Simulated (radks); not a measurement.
Ag, configuration [Kr] 4d10 5s1. Calculated with a radial shooting solver on a logarithmic mesh with Libxc functionals: scalar-relativistic Kohn-Sham, BLYP, spin-polarised, spherical densities, point nucleus; open shells are filled with parallel spins first (spin-orbit coupling, left out, can overturn this in heavy ions).

X-ray form factor f0, the Fourier transform of the density (f0(0) = 47):

sin(theta)/lambda (1/angstrom),f0 (electrons)
0.05,46.147
0.1,43.954
0.15,41.095
0.2,38.063
0.25,35.115
0.3,32.376
0.4,27.736
0.5,24.227
0.6,21.635
0.8,18.047
1,15.281
1.25,12.208
1.5,9.678
2,6.646
